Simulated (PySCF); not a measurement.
# Stationary points of IHfN

All numbers come from PBE0 in PySCF with Hf def2-TZVP with ECP60, N def2-TZVP, I def2-TZVP with ECP28; scalar-relativistic core potentials, no spin–orbit coupling; density-fitted integrals.

Relaxations began from a few typed shapes. The search is not exhaustive: other isomers or separated fragments can lie lower, and high-lying points may rest on an excited occupation.

```csv
spin,group,bonds,angles,imaginary modes (cm⁻¹),ΔE (kJ/mol),ΔE with ZPE (kJ/mol)
singlet,Cs,"Hf–I 2.746 Å, Hf–N 1.718 Å",I–Hf–N 110.3°,none,0.0,0.0
singlet,C∞v,"Hf–I 2.834 Å, Hf–N 1.704 Å",I–Hf–N 180.0°,"109i, 109i",51.4,–
```

The lowest minimum found is the singlet Cs: Hf–I 2.746 Å, Hf–N 1.718 Å; I–Hf–N 110.3°.

Formally Hf is in oxidation state +4, d0. The polar-tensor charge on Hf, 1.29, is far below the formal one.

For the lowest minimum: no spin–orbit coupling is included, which matters more the heavier the element.
